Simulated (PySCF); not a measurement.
C$_{2}$H$_{5}$F$_{2}$GeN (SMILES C=[CH][Ge]([NH2])([F])[F]), singlet, at a GFN2-xTB geometry; PySCF with CASSCF(6,8)/STO-3G.

Here is a job for PySCF.
```python
from pyscf import gto, scf, mcscf
import numpy

mol = gto.Mole()
mol.atom = '''
    C    -2.401662   -0.929804   -0.683340
    C    -1.689937    0.140922   -0.384120
    Ge    0.219405    0.078522    0.042038
    N     1.222072   -1.343470   -0.437137
    F     0.947080    1.600443   -0.485863
    F     0.501178    0.196983    1.756853
    H    -1.961648   -1.913341   -0.716570
    H    -3.456385   -0.863587   -0.904249
    H    -2.134565    1.125406   -0.350443
    H     2.090408   -1.433446    0.074627
    H     1.402022   -1.466999   -1.422771
'''
mol.basis = 'sto-3g'
mol.charge = 0
mol.spin = 0
mol.verbose = 4
mol.build()

mf = scf.RHF(mol)
mf.kernel()
mc = mcscf.CASSCF(mf, 8, 6)
mc.fix_spin_(ss=0.0)
mc.kernel()
occ = numpy.linalg.eigvalsh(mc.fcisolver.make_rdm1(mc.ci, mc.ncas, mc.nelecas))[::-1]
ss = mc.fcisolver.spin_square(mc.ci, mc.ncas, mc.nelecas)[0]
print('natural occupations', occ.round(4), ' <S^2>', round(ss, 4))
```

Output, abridged:

```
PySCF version 2.14.0

[INPUT] verbose = 4
[INPUT] num. atoms = 11
[INPUT] num. electrons = 74
[INPUT] charge = 0
[INPUT] spin (= nelec alpha-beta = 2S) = 0
[INPUT] symmetry False subgroup None
[INPUT] Mole.unit = angstrom
[INPUT] Symbol           X                Y                Z      unit          X                Y                Z       unit  Magmom
[...]
nuclear repulsion = 497.358466456691
number of shells = 28
number of NR pGTOs = 144
number of NR cGTOs = 48
basis = sto-3g
ecp = {}

******** <class 'pyscf.scf.hf.RHF'> ********
method = RHF
initial guess = minao
damping factor = 0
level_shift factor = 0
DIIS = <class 'pyscf.scf.diis.CDIIS'>
diis_start_cycle = 1
diis_space = 8
diis_damp = 0
SCF conv_tol = 1e-09
SCF conv_tol_grad = None
SCF max_cycles = 50
direct_scf = True
direct_scf_tol = 1e-13
Set gradient conv threshold to 3.16228e-05
Initial guess from minao.
init E= -2376.98885232045
[...]
cycle= 1 E= -2379.11793077917  delta_E= -2.13  |g|= 0.566  |ddm|= 4.05
[...]
cycle= 2 E= -2379.28322961864  delta_E= -0.165  |g|= 0.139  |ddm|= 1.18
[...]
cycle= 3 E= -2379.29253726964  delta_E= -0.00931  |g|= 0.0449  |ddm|= 0.274
[...]
cycle= 4 E= -2379.29379021103  delta_E= -0.00125  |g|= 0.0202  |ddm|= 0.104
[...]
cycle= 5 E= -2379.29398715159  delta_E= -0.000197  |g|= 0.00482  |ddm|= 0.0413
[...]
cycle= 6 E= -2379.29400915629  delta_E= -2.2e-05  |g|= 0.00132  |ddm|= 0.0169
[...]
cycle= 7 E= -2379.29401026927  delta_E= -1.11e-06  |g|= 0.000286  |ddm|= 0.0038
[...]
cycle= 8 E= -2379.29401032537  delta_E= -5.61e-08  |g|= 8.2e-05  |ddm|= 0.000767
[...]
cycle= 9 E= -2379.29401032986  delta_E= -4.49e-09  |g|= 1.22e-05  |ddm|= 0.00024
[...]
cycle= 10 E= -2379.29401032996  delta_E= -1.05e-10  |g|= 3.56e-06  |ddm|= 3.39e-05
[...]
Extra cycle  E= -2379.29401032997  delta_E= -1.05e-11  |g|= 1.75e-06  |ddm|= 8.44e-06
converged SCF energy = -2379.29401032997

******** <class 'pyscf.mcscf.mc1step.CASSCF'> ********
CAS (3e+3e, 8o), ncore = 34, nvir = 6
max_cycle_macro = 50
max_cycle_micro = 4
conv_tol = 1e-07
conv_tol_grad = None
orbital rotation max_stepsize = 0.02
orbital rotation threshold for CI restart = 0.01
augmented hessian ah_max_cycle = 30
augmented hessian ah_conv_tol = 1e-12
augmented hessian ah_linear dependence = 1e-14
augmented hessian ah_level shift = 1e-08
augmented hessian ah_start_tol = 2.5
augmented hessian ah_start_cycle = 3
augmented hessian ah_grad_trust_region = 3
kf_trust_region = 3
kf_interval = 4
ci_response_space = 4
ci_grad_trust_region = 3
with_dep4 0
natorb = False
canonicalization = True
sorting_mo_energy = False
ao2mo_level = 2
internal_rotation = False
******** <class 'pyscf.fci.addons.SpinPenaltyFCISolver'> ********
max. cycles = 50
conv_tol = 1e-08
davidson only = True
linear dependence = 1e-12
level shift = 0.001
max iter space = 12
nroots = 1
pspace_size = 400
spin = None
CASCI E = -2379.33789622600  S^2 = 0.0000000
Set conv_tol_grad to 0.000316228
macro iter   1 ( 21 JK    4 micro), CASSCF E = -2379.35635330395  dE = -1.84570779e-02  S^2 = 0.0000000
               |grad[o]|=0.0308  |grad[c]|=0.0637  |ddm|=0.0564  |maxRot[o]|=0.272
macro iter   2 ( 21 JK    4 micro), CASSCF E = -2379.36434415869  dE = -7.99085474e-03  S^2 = 0.0000000
               |grad[o]|=0.025  |grad[c]|=0.0286  |ddm|=0.0256  |maxRot[o]|=0.111
macro iter   3 ( 21 JK    4 micro), CASSCF E = -2379.36773164543  dE = -3.38748674e-03  S^2 = 0.0000000
               |grad[o]|=0.0178  |grad[c]|=0.0185  |ddm|=0.0161  |maxRot[o]|=0.105
macro iter   4 ( 21 JK    4 micro), CASSCF E = -2379.36901761959  dE = -1.28597416e-03  S^2 = 0.0000000
               |grad[o]|=0.0142  |grad[c]|=0.0161  |ddm|=0.0142  |maxRot[o]|=0.0785
macro iter   5 ( 21 JK    4 micro), CASSCF E = -2379.36886447201  dE =  1.53147575e-04  S^2 = 0.0000000
               |grad[o]|=0.0119  |grad[c]|=0.0155  |ddm|=0.0124  |maxRot[o]|=0.0717
macro iter   6 ( 21 JK    4 micro), CASSCF E = -2379.37095592052  dE = -2.09144851e-03  S^2 = 0.0000000
[...]
macro iter  33 (  3 JK    1 micro), CASSCF E = -2379.37567815732  dE = -1.61509433e-07  S^2 = 0.0000000
               |grad[o]|=5.05e-05  |grad[c]|=0.000352  |ddm|=7.12e-05  |maxRot[o]|=0.00108
macro iter  34 (  3 JK    1 micro), CASSCF E = -2379.37567831650  dE = -1.59179308e-07  S^2 = 0.0000000
               |grad[o]|=5.07e-05  |grad[c]|=0.00035  |ddm|=7.08e-05  |maxRot[o]|=0.00107
macro iter  35 (  3 JK    1 micro), CASSCF E = -2379.37567847450  dE = -1.57997420e-07  S^2 = 0.0000000
               |grad[o]|=5.06e-05  |grad[c]|=0.000349  |ddm|=7.1e-05  |maxRot[o]|=0.00106
macro iter  36 (  3 JK    1 micro), CASSCF E = -2379.37567863236  dE = -1.57860995e-07  S^2 = 0.0000000
               |grad[o]|=4.98e-05  |grad[c]|=0.000349  |ddm|=7.08e-05  |maxRot[o]|=0.00106
macro iter  37 (  3 JK    1 micro), CASSCF E = -2379.37567879139  dE = -1.59029696e-07  S^2 = 0.0000000
               |grad[o]|=5.02e-05  |grad[c]|=0.000351  |ddm|=7.14e-05  |maxRot[o]|=0.00107
macro iter  38 (  3 JK    1 micro), CASSCF E = -2379.37567895298  dE = -1.61588559e-07  S^2 = 0.0000000
               |grad[o]|=5.02e-05  |grad[c]|=0.000354  |ddm|=7.17e-05  |maxRot[o]|=0.00108
macro iter  39 (  3 JK    1 micro), CASSCF E = -2379.37567911838  dE = -1.65407982e-07  S^2 = 0.0000000
               |grad[o]|=5.1e-05  |grad[c]|=0.000359  |ddm|=7.28e-05  |maxRot[o]|=0.00109
macro iter  40 (  3 JK    1 micro), CASSCF E = -2379.37567928908  dE = -1.70697604e-07  S^2 = 0.0000000
               |grad[o]|=5.16e-05  |grad[c]|=0.000364  |ddm|=7.41e-05  |maxRot[o]|=0.00111
macro iter  41 (  3 JK    1 micro), CASSCF E = -2379.37567946641  dE = -1.77323273e-07  S^2 = 0.0000000
               |grad[o]|=5.24e-05  |grad[c]|=0.000372  |ddm|=7.56e-05  |maxRot[o]|=0.00113
macro iter  42 (  3 JK    1 micro), CASSCF E = -2379.37567965210  dE = -1.85695171e-07  S^2 = 0.0000000
               |grad[o]|=5.35e-05  |grad[c]|=0.000381  |ddm|=7.75e-05  |maxRot[o]|=0.00116
macro iter  43 (  3 JK    1 micro), CASSCF E = -2379.37567984811  dE = -1.96011570e-07  S^2 = 0.0000000
               |grad[o]|=5.49e-05  |grad[c]|=0.000392  |ddm|=7.97e-05  |maxRot[o]|=0.00119
macro iter  44 (  3 JK    1 micro), CASSCF E = -2379.37568005676  dE = -2.08652182e-07  S^2 = 0.0000000
               |grad[o]|=5.65e-05  |grad[c]|=0.000405  |ddm|=8.24e-05  |maxRot[o]|=0.00123
macro iter  45 (  3 JK    1 micro), CASSCF E = -2379.37568028077  dE = -2.24001269e-07  S^2 = 0.0000000
               |grad[o]|=5.84e-05  |grad[c]|=0.00042  |ddm|=8.55e-05  |maxRot[o]|=0.00127
macro iter  46 (  3 JK    1 micro), CASSCF E = -2379.37568052345  dE = -2.42685928e-07  S^2 = 0.0000000
               |grad[o]|=6.07e-05  |grad[c]|=0.000437  |ddm|=8.91e-05  |maxRot[o]|=0.00132
macro iter  47 (  3 JK    1 micro), CASSCF E = -2379.37568078880  dE = -2.65347808e-07  S^2 = 0.0000000
               |grad[o]|=6.34e-05  |grad[c]|=0.000458  |ddm|=9.34e-05  |maxRot[o]|=0.00138
macro iter  48 (  3 JK    1 micro), CASSCF E = -2379.37568108177  dE = -2.92970981e-07  S^2 = 0.0000000
               |grad[o]|=6.64e-05  |grad[c]|=0.000481  |ddm|=9.82e-05  |maxRot[o]|=0.00146
macro iter  49 (  3 JK    1 micro), CASSCF E = -2379.37568140853  dE = -3.26757345e-07  S^2 = 0.0000000
               |grad[o]|=7e-05  |grad[c]|=0.000509  |ddm|=0.000104  |maxRot[o]|=0.00154
macro iter  50 (  3 JK    1 micro), CASSCF E = -2379.37568177690  dE = -3.68370820e-07  S^2 = 0.0000000
               |grad[o]|=7.41e-05  |grad[c]|=0.000541  |ddm|=0.00011  |maxRot[o]|=0.00163
1-step CASSCF not converged,  50 macro (470 JK 108 micro) steps
CASSCF canonicalization
Density matrix diagonal elements [1.97822261 1.89200987 1.96532261 0.09708336 0.02576359 0.02613732
 0.00986732 0.00559332]
CASSCF energy = -2379.37568177690
CASCI E = -2379.37568177690  E(CI) = -7.60017827641195  S^2 = 0.0000000
natural occupations [1.9800e+00 1.9640e+00 1.8919e+00 1.0780e-01 3.5700e-02 1.6300e-02
 3.1000e-03 1.1000e-03]  <S^2> 0.0
```

Convergence was not reached.
